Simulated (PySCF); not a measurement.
Calculation: PBE-D3(BJ)/def2-SVP // PBE0-D4/def2-SVP run with PySCF. All species are isolated molecules in the gas phase. One relaxed conformer stands for a flexible species; it need not be the lowest. Excitations are Tamm–Dancoff values on a coarser integration grid. The basis has no diffuse functions, so Rydberg states are missing or too high.

Reference species (SMILES): `Sc1cc2ccccc2c2ccccc12` (H–S–C–C torsion 128°) (neutral, multiplicity 1).

```
Property                                       Value
-------------------------------------------  -------
brightest of the four lowest singlets (TDA)  3.64 eV
S1 excitation (TDA)                          3.44 eV
S1 oscillator strength                         0.006
```

Changed species: `c12ccc3ccccc3c2ccc(c1)S` (H–S–C–C torsion 0°).

Q: Predict the effect on the brightest of the four lowest singlets (TDA), S1 excitation (TDA) and S1 oscillator strength.

A: the brightest of the four lowest singlets (TDA) rises by 0.61 eV, to 4.25 eV; the S1 excitation (TDA) drops by 0.12 eV, to 3.32 eV; the S1 oscillator strength is nearly the same.
